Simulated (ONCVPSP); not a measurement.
**Varying the ONCV potential for gold**

Base potential:

```
Element                 : Au (Z = 79)
Generator               : ONCVPSP 4.0.1
Type                    : optimised norm-conserving Vanderbilt (ONCV)
Functional              : PBE
Relativity              : fully relativistic
Frozen core             : [Kr] 4d10 4f14
Valence charge          : 19
Reference configuration : 5s2 5p6 5d10 6s1
Partial waves           : 5s+6s: rc 1.40 bohr, ncon 4, nbas 9, qcut 7.3 1/bohr, 3 projectors, debl 1 Ha; 5p: rc 1.85 bohr, ncon 4, nbas 8, qcut 8.7 1/bohr, 2 projectors, debl 1.1 Ha; 5d: rc 2.25 bohr, ncon 4, nbas 9, qcut 7.5 1/bohr, 2 projectors, debl 2.1 Ha
Local potential         : polynomial inside 1.40 bohr (lpopt 5, dvloc0 0 Ha)
Core correction         : polynomial model core, fcfact 0.7
```

Open shells are filled in proportion to 2j + 1.

In the p channel the program set the typed energies aside and used -2.034, 0.250 Ha (j = l + 1/2; the other j can differ).

All-electron outer shells of the reference configuration (PBE, scalar-relativistic, ld1.x):

| shell | level (eV) | outermost node (bohr) | outermost maximum (bohr) |
| --- | --- | --- | --- |
| 5s | -108.37 | 0.48 | 0.84 |
| 4f | -81.12 | – | 0.37 |
| 5p | -59.78 | 0.52 | 0.96 |
| 5d | -6.88 | 0.56 | 1.21 |
| 6s | -5.76 | 1.11 | 2.32 |

Cutoffs, loose and tight: the cutoffs (Ha) at which the residual kinetic energy of the hardest occupied pseudo-wave falls to 1 and 0.1 mHa per electron. They do not see the model core or the augmentation charge, which bear on the density cutoff. Test errors are all-electron minus pseudo excitation energies from the reference, over the configurations 5s2 5p6 5d10 6s0; 5s2 5p6 5d9 6s0; 5s2 5p6 5d8 6s0; 5s1 5p6 5d10 6s1. A dash means not determined; rows that change the core or the reference have their own tests.

A true bound ghost makes a file unfit for plane-wave use even where its test errors are small: the radial tests pick states by their node count and pass the ghost by.

```tsv
change	outcome	cutoff, loose	cutoff, tight	bound ghosts	GHOST(+) flags above zero	largest test error (meV)
base	generated, projector energies reset by the program	24 Ha	52 Ha	none	s	-351
d: rc 1.62	generated, projector energies reset by the program	24 Ha	52 Ha	none	s	-294
d: rc 1.8	generated, projector energies reset by the program	24 Ha	52 Ha	none	s	-299
d: rc 2.34	generated, projector energies reset by the program	24 Ha	52 Ha	none	s	-367
d: rc 2.6	generated, projector energies reset by the program	24 Ha	52 Ha	none	s	-422
d: rc 2.72	generated, projector energies reset by the program	24 Ha	52 Ha	none	s	-452
d: rc 3.02	generated, projector energies reset by the program	24 Ha	52 Ha	none	s	-566
d: rc 3.24	generated, projector energies reset by the program	24 Ha	52 Ha	none	s	-563
```

(1) What comes out with this change to the base: d: rc 2.12?

Results:

(1) outcome: generated, projector energies reset by the program; cutoff, loose: 24 Ha; cutoff, tight: 52 Ha; bound ghosts: d5/2; GHOST(+) flags above zero: s; largest test error (meV): -335.

Reading the sweep of the d radius (base included, trends over the rows without a ghost): The loose cutoff stays near 24 Ha. The median size of the test errors (rows with all tests solved) rises from 2.2 meV at 1.62 to 77.7 meV at 3.24 bohr, with one reversal. More of the atom is replaced by a form fitted at one configuration, so other configurations suffer as the radius grows. Bound ghosts are found at 2.12 bohr.
